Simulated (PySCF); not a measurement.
# How methods differ on the excitation energy of Cl

Cl [Ne] 3s2 3p5 (2P) → Cl [Ne] 3s1 3p5 4s1 (4P), as a difference of total energies. All numbers are calculated (PySCF 2.14, the non-relativistic Hamiltonian (point nucleus), in aug-cc-pV(Q+d)Z with one added diffuse shell each of s, p, d, f, g type (8s7p6d4f3g, 114 functions)). Correlated levels: valence: [Ne] frozen. The calculations carry no spin-orbit coupling.

```tsv
method	excitation energy (cm⁻¹)
UHF	179940
LDA	170650
PBE	169990
PBE0	174730
r2SCAN	173980
r2SCANh	175100
M06-L	178320
B3LYP	173990
MP2 (valence)	172430
SCS-MP2 (valence)	171210
```

A first-order spin-orbit estimate (lowest level to lowest level, LS coupling) adds -0.006 eV.

The upper state lies above the first ionisation limit, where it may autoionise and the basis confines it. A Rydberg-like electron needs more diffuse functions than a valence basis has.

The promoted electron is Rydberg-like, and one or two diffuse shells describe it only roughly, which tends to raise the upper state.
